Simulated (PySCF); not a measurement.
HO3S, SMILES S(=O)(=O)=[OH+], charge +1. Geometry: PBE-D3(BJ)/def2-SVP. The isomer is the one that the SMILES or the coordinates give; other isomers of the formula were not compared.

Computed equilibrium geometry at PBE-D3(BJ)/def2-SVP (PySCF confirms it by a frequency run) as a Z-matrix, and its point group:
point group Cs.
```
S
O 1 1.4406
O 1 1.4468 2 132.95
O 1 1.5755 2 110.55 3 180.00
H 4 1.0008 1 113.36 2 180.00
```
Charge +1, spin multiplicity 1.
